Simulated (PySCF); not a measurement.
Structure with atom numbers: `[CH3:1][O:2][C:3](=[O:4])[C@H:5]([CH3:6])[O:7][SiH3:8]` (H(Xn): hydrogen on atom n).

- NMR shieldings at PBE0/pcSseg-1/GIAO
- GFN2-xTB structure
- program: PySCF
- no relativistic terms, no solvent, rapidly exchanging positions averaged, one conformer

Scale: TMS for ¹³C and ¹H and ²⁹Si; ¹⁷O vs H2O (reference shieldings calculated alike).

| atoms | nucleus | count | Hirshfeld charge | δ (ppm) |
| --- | --- | --- | --- | --- |
| C3 | ¹³C | 1 | 0.22 | ? |
| H(C6) | ¹H | 3 | 0.05 | 1.40 |
| O4 | ¹⁷O | 1 | -0.21 | 413.3 |
| C6 | ¹³C | 1 | -0.12 | ? |
| H(Si8) | ¹H | 3 | -0.09 | 5.02 |
| H(C1) | ¹H | 3 | 0.05 | ? |
| C1 | ¹³C | 1 | -0.03 | 54.6 |
| Si8 | ²⁹Si | 1 | 0.34 | -46.6 |
| H(C5) | ¹H | 1 | 0.05 | 4.54 |
| O2 | ¹⁷O | 1 | -0.09 | 180.4 |
| O7 | ¹⁷O | 1 | -0.22 | ? |
| C5 | ¹³C | 1 | 0.04 | 70.6 |

Estimate the values marked ?.

Answers


- C3: 186.3 ppm, ester carbonyl carbon; lone-pair donation from the attached heteroatom keeps it upfield of a ketone carbonyl
- C6: 23.9 ppm, methyl carbon; aliphatic region, no heteroatom directly attached
- H(C1): 3.99 ppm, hydrogen on a methyl carbon bonded to O; its carbon carries O, which withdraws density
- O7: 22.9 ppm, oxygen bonded to C, Si

Shifts are as computed. Against solution values, carbons near 30 ppm lie about +3 ppm off and those near 130 ppm about +5 ppm. Of 1211 compounds with measured shifts, 218 miss one by over three times the rms of a fit or turn the order of signals round; such compounds aren't used in these exercises. Unscaled 17O shifts of doubly bonded oxygen tend to come out too high, by tens of ppm or more. Experimental scales use liquid or dissolved standards, which lie at an offset from isolated H2O (liquid H2O: subtract about 36 ppm).
